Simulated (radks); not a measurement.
Values are calculated unless marked as measured or tabulated.
Zn23+, configuration [He] 2p3 3p2 (not the ground configuration). Level of theory: scalar-relativistic Kohn-Sham, RPBE, spin-unpolarised, spherical densities, point nucleus (a radial shooting solver on a logarithmic mesh with Libxc functionals).

Normalised radial functions P(r) = r R(r), r in bohr:

r	2p
0.002081	0.0045
0.002888	0.0082
0.003977	0.0148
0.005521	0.0272
0.007665	0.0497
0.01056	0.0887
0.01465	0.1586
0.02034	0.2775
0.02801	0.4656
0.03889	0.7589
0.05398	1.1670
0.07434	1.6440
0.1032	2.0969
0.1433	2.3025
0.1973	2.0677
0.2739	1.3999
0.3802	0.6447
0.5236	0.1817
0.7268	0.0239
1.009	0.0011
1.389	0.0000

2p: eigenvalue -2255.1 eV, 0 radial nodes, <r> = 0.182 bohr, 90 % of the charge inside 0.293 bohr.
